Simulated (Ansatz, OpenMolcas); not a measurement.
**GaBr (SMILES [Ga][Br]): methods side by side**

GaBr has 2 atoms, charge 0, and is taken as a singlet. SMILES: `[Ga][Br]`. The shape is that of a PBE0-D4/def2-TZVP optimisation.

```xyz
2

Ga    0.0000    0.0000    0.0138
Br    0.0000    0.0000    2.3881
```

Quantity: the vertical energy of the triplet above the singlet, in eV. The values are calculated.

| level | kind | program | value (eV) | less CCSD(T)/aug-cc-pVTZ | CPU time (all runs) |
| --- | --- | --- | --- | --- | --- |
| HF/aug-cc-pVTZ | Hartree–Fock | OpenMolcas | 2.53 | -0.75 | 42 s |
| SVWN5/aug-cc-pVTZ | LDA | Ansatz | 3.58 | +0.30 | 37 s |
| PBE/aug-cc-pVTZ | GGA | OpenMolcas | 3.39 | +0.11 | 87 s |
| TPSS/aug-cc-pVTZ | meta-GGA | OpenMolcas | 3.27 | -0.01 | 1.9 min |
| B3LYP/aug-cc-pVTZ | global hybrid | Ansatz | 3.50 | +0.22 | 40 s |
| BHLYP/aug-cc-pVTZ | global hybrid | Ansatz | 3.39 | +0.11 | 34 s |
| wB97M-V/aug-cc-pVTZ | range-separated hybrid | Ansatz | 3.50 | +0.22 | 3.7 min |
| RPA@PBE/aug-cc-pVTZ | RPA | Ansatz | 3.19 | -0.09 | 82 s |
| MP2/aug-cc-pVTZ | perturbation theory | Ansatz | 3.20 | -0.08 | 18 s |
| CCSD(T)/aug-cc-pVTZ | coupled cluster or CI | Ansatz | 3.28 | 0.00 | 81 s |

CCSD(T)/aug-cc-pVTZ is the highest level here, not the true value. All-electron rows without a relativistic Hamiltonian named are non-relativistic. Spin-orbit coupling, which can split open shells on such heavy atoms by tenths of an eV, is left out. The values span 2.53 to 3.58 eV. In the correlated wave-function rows the outer d shell of Br, Ga is correlated, in sets not made for it. CPU times are rough (shared hosts, several kinds of processor): they show what a rung costs within a factor of a few.
